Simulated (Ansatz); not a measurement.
The first iterations of a band of ClF2Si (4 atoms, charge 0, multiplicity 2).

Level of theory: UKS PBE0-D4/def2-SVP in Ansatz 0.2.0.

| Property | Result |
| --- | --- |
| movable images | 6 |
| climbing image | no |
| spring | 5.0 eV/Å² |
| optimiser | quadratic models (default) |
| start path | IDPP |
| force threshold | 0.05 eV/Å |
| iteration limit | 60 |
| end points | relaxed |

Image 0:

```xyz
4
Properties=species:S:1:pos:R:3
F 1.326 0.134 0.809
Si 0.224 -0.319 -0.277
F -0.887 -1.172 0.522
Cl -0.664 1.357 -1.055
```

Image 7:

```xyz
4
Properties=species:S:1:pos:R:3
F 1.365 0.082 0.750
Si -0.192 0.245 0.363
F -0.848 -1.224 0.463
Cl -0.325 0.897 -1.576
```

| iteration | highest image above the first end (eV) | largest band force component (eV/Å) |
| --- | --- | --- |
| 1 | 1.614 | 2.077 |
| 2 | 1.347 | 0.902 |
| 3 | 1.302 | 0.532 |

Question: Does the band converge within its limit, and where does its top end?

Answer: The forces met the threshold. It ended after 9 iterations with the highest image 1.266 eV above the first end. No image climbed, so the highest image needn't sit at the top of the path.

Run time: 2.2 min on 1 thread of Arm Neoverse V2 (shared host), peak memory 0.16 GiB.
